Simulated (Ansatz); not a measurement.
Reaction (hydrogenolysis of the Si–C bond): `C[Si](C)(F)[SeH]` + H₂ → `C[SiH](F)[SeH]` + CH₄

Gas-phase electronic energies from Ansatz, PBE0-D4/def2-TZVP geometries. CBS: MP2 limit from def2 TZ/QZ plus the TZ coupled-cluster correction, frozen cores. This one scheme is used for every species. Functionals use def2-TZVPP. HSE06 is defined as in plane-wave codes. For Se outer-core shells are correlated without core-valence functions, which leaves a few kJ/mol of doubt a bond. Scalar relativity is left out up to krypton. One conformer a species, not always the lowest.

`C[Si](C)(F)[SeH]`:

Z-matrix (Å, degrees):
```
C
Si 1 1.854
H 1 1.092 2 110.6
H 1 1.093 2 110.6 3 -119.8
H 1 1.094 2 110.6 3 120.5
C 2 1.854 1 112.7 3 -176.9
F 2 1.605 1 108.4 3 -56.8
Se 2 2.288 1 111.8 3 56.1
H 6 1.091 2 110.6 1 176.9
H 6 1.094 2 110.5 1 56.5
H 6 1.093 2 110.6 1 -63.3
H 8 1.469 2 91.7 1 64.6
```

H₂:

Cartesian coordinates in Å:
```
H 0.256 0.183 -0.201
H -0.256 -0.183 0.201
```

`C[SiH](F)[SeH]`:

```xyz
9

C     1.009   -0.558   -0.213
Si   -0.447    0.154    0.682
F     0.041    1.492    1.416
Se   -2.195    0.583   -0.697
H     0.739   -1.505   -0.685
H     1.359    0.125   -0.990
H     1.831   -0.735    0.485
H    -1.001   -0.742    1.724
H    -1.334    1.186   -1.723
```

CH₄:

```xyz
5

C     0.000    0.000    0.000
H    -0.063    1.087    0.035
H    -0.902   -0.402   -0.461
H     0.095   -0.391    1.013
H     0.870   -0.295   -0.587
```

```
             level  ΔE (kJ/mol)  difference from CCSD(T)/CBS
       LDA (SPW92)        -16.9                          1.8
           BLYP-D4        -19.1                         -0.4
        r2SCANh-D4        -18.0                          0.7
          BHLYP-D4        -24.5                         -5.8
      CAM-B3LYP-D4        -23.7                         -5.0
            B2PLYP        -26.8                         -8.1
           r2SCANh        -20.1                         -1.4
           r2SCAN0        -21.5                         -2.8
             HSE06        -25.6                         -6.9
         CAM-B3LYP        -30.3                        -11.6
           LC-ωPBE        -23.9                         -5.2
     CCSD/def2-SVP        -35.8                        -17.1
  CCSD(T)/def2-SVP        -33.1                        -14.4
     HF/def2-TZVPP        -42.6                        -23.9
    MP2/def2-TZVPP        -15.8                          2.9
SCS-MP2/def2-QZVPP        -21.3                         -2.6
       CCSD(T)/CBS        -18.7                            0
```

Largest T1 diagnostic among the species: 0.010.

In def2-TZVPP, CCSD(T) changes the Hartree–Fock value by +21.8 kJ/mol (the triples alone add +3.9 kJ/mol) and MP2 by +26.9 kJ/mol. At CCSD(T), def2-SVP lies −14.4 kJ/mol from the extrapolated value and def2-TZVPP −2.1 kJ/mol. Leaving LDA and LC-ωPBE aside and taking each functional with its dispersion term where it has one, the values, not all of them listed here, spread over 14.2 kJ/mol, from B2PLYP to revPBE-D4. LDA lies +7.8 kJ/mol from PBE without D4.
